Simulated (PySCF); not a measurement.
## Constants of GeH⁺, step by step

State: ¹Σ⁺, singlet, closed shell. De refers to Ge⁺ + H. RHF-based CCSD(T) in PySCF 2.14 with Ge cc-pwCVDZ-PP with ECP10, H aug-cc-pVDZ and Ge cc-pwCVTZ-PP with ECP10, H aug-cc-pVTZ (frozen core orbitals: 4; scalar-relativistic core potentials). Correlation energies are extrapolated as n⁻³ (n = 2, 3), Hartree–Fock as (n+1)·exp(−9√n).

```tsv
Level	Re (Å)	ωe (cm⁻¹)	ωexe (cm⁻¹)	αe (cm⁻¹)	De (eV)
CCSD(T)/DZ	1.5770	1995.2	31.9	0.180	2.969
CCSD(T)/TZ	1.5718	2009.2	31.7	0.181	3.086
HF/CBS	1.5654	2125.7	25.3	0.152	2.130
MP2/CBS	1.5576	2090.5	27.7	0.167	2.971
CCSD/CBS	1.5686	2032.6	30.4	0.177	3.104
CCSD(T)/CBS	1.5707	2013.9	31.5	0.181	3.135
```

Problem. How much is left between CCSD(T)/TZ and the basis-set limit, and how much do the triples give at the limit?

Solution. CCSD(T)/CBS less CCSD(T)/TZ: -1.1 mÅ in Re, +4.7 cm⁻¹ in ωe and +0.049 eV in De. CCSD(T)/CBS less CCSD/CBS: +2.1 mÅ in Re, -18.7 cm⁻¹ in ωe and +0.031 eV in De.

The T1 diagnostic is 0.012. The open-shell atoms are computed with UHF. Spin–orbit coupling, excitations beyond (T) and corrections to the Born–Oppenheimer picture are left out.

The whole job (state search and all basis sets along the bond) took about 2.1 min on 4 threads of Arm Neoverse N1 (shared host), peak memory 1.8 GiB.
